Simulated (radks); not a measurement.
Spherical quantum dot in the effective-mass picture: electrons in a parabolic well V = omega^2 r^2 / 2 with omega = 4.1, all in effective atomic units (hartree* = m*/eps^2 hartree, bohr* = eps/m* bohr), one dielectric constant everywhere. Method: non-relativistic Kohn-Sham, LDA (Slater exchange, Perdew-Wang correlation), spin-polarised, spherical densities; computed with a radial shooting solver with Libxc functionals. Levels are named by radial order and angular momentum (1s, 1p, 1d, 2s, ...), and open shells are averaged over m. Each electron was tried in the lowest free levels, single moves between levels near the top were tried too, and the lowest total energy was kept; such a search can miss a lower state. At N = 1 the Hartree and exchange-correlation terms need not cancel, so that row can carry a self-interaction error.

\begin{tabular}{lrrrrrrr}
N & open shells & 2S & E (hartree*) & mu = E(N) - E(N-1) (hartree*) & addition energy mu(N+1) - mu(N) (hartree*) & e(HOMO) (hartree*) & rms radius (bohr*) \\ \hline
1 & 1s(up 1, down 0) & 1 & 6.23396 & 6.2340 & 1.511 & 6.8048 & 0.6074 \\
2 & none & 0 & 13.9793 & 7.7454 & 4.867 & 8.3154 & 0.6266 \\
3 & 1p(up 1, down 0) & 1 & 26.5918 & 12.612 & 0.9959 & 13.104 & 0.6996 \\
4 & 1p(up 2, down 0) & 2 & 40.2002 & 13.608 & 1.017 & 14.116 & 0.7387 \\
5 & 1p(up 3, down 0) & 3 & 54.8254 & 14.625 & 1.309 & 15.135 & 0.7654 \\
6 & 1p(up 3, down 1) & 2 & 70.7600 & 15.935 & 0.9488 & 16.404 & 0.7873 \\
7 & 1p(up 3, down 2) & 1 & 87.6434 & 16.883 & 0.9651 & 17.365 & 0.8054 \\
8 & none & 0 & 105.492 & 17.848 & 4.269 & 18.332 & 0.8211 \\
9 & 1d(up 1, down 0) & 1 & 127.609 & 22.117 & 0.8381 & 22.536 & 0.8494 \\
10 & 1d(up 2, down 0) & 2 & 150.564 & 22.955 & 0.8393 & 23.375 & 0.8730 \\
11 & 1d(up 3, down 0) & 3 & 174.359 & 23.795 & 0.8377 & 24.214 & 0.8932 \\
12 & 1d(up 4, down 0) & 4 & 198.992 & 24.632 & 0.8346 & 25.050 & 0.9110 \\
13 & 1d(up 5, down 0) & 5 & 224.459 & 25.467 & 1.067 & 25.883 & 0.9270 \\
14 & 1d(up 5, down 1) & 4 & 250.992 & 26.534 & 0.7987 & 26.932 & 0.9418 \\
15 & 1d(up 5, down 2) & 3 & 278.325 & 27.332 & 0.7999 & 27.732 & 0.9554 \\
16 & 1d(up 5, down 3) & 2 & 306.457 & 28.132 & 0.7987 & 28.532 & 0.9680 \\
17 & 1d(up 5, down 4) & 1 & 335.387 & 28.931 & 0.7961 & 29.329 & 0.9799 \\
18 & none & 0 & 365.114 & 29.727 & 1.060 & 30.124 & 0.9910 \\
19 & 2s(up 1, down 0) & 1 & 395.902 & 30.787 & 0.8971 & 31.196 & 1.002 \\
20 & none & 0 & 427.586 & 31.684 & 3.364 & 32.090 & 1.012 \\
21 & 1f(up 1, down 0) & 1 & 462.635 & 35.049 & 0.7149 & 35.406 & 1.027 \\
22 & 1f(up 2, down 0) & 2 & 498.399 & 35.764 & 0.7132 & 36.121 & 1.040 \\
23 & 1f(up 3, down 0) & 3 & 534.875 & 36.477 & 0.7110 & 36.833 & 1.053 \\
24 & 1f(up 4, down 0) & 4 & 572.063 & 37.188 & 0.7086 & 37.543 & 1.064 \\
25 & 1f(up 5, down 0) & 5 & 609.960 & 37.896 & 0.7059 & 38.250 & 1.076 \\
26 & 1f(up 6, down 0) & 6 & 648.562 & 38.602 & 0.7032 & 38.954 & 1.086 \\
27 & 1f(up 7, down 0) & 7 & 687.868 & 39.306 & 0.8870 & 39.656 & 1.097 \\
28 & 1f(up 7, down 1) & 6 & 728.060 & 40.193 & 0.6854 & 40.535 & 1.107 \\
29 & 1f(up 7, down 2) & 5 & 768.938 & 40.878 & 0.6840 & 41.220 & 1.116 \\
30 & 1f(up 7, down 3) & 4 & 810.500 & 41.562 & - & 41.903 & 1.125 \\
\end{tabular}

All shells are closed at N = 2, 8, 18, 20 (there: 1s2 1p6 1d10 2s2); the second difference of the energy has clear peaks (12 % above both neighbours; the first and last values, which can be the largest, are not judged, and half-filled shells can peak too) at N = 2, 5, 8, 13, 18, 20, 27.
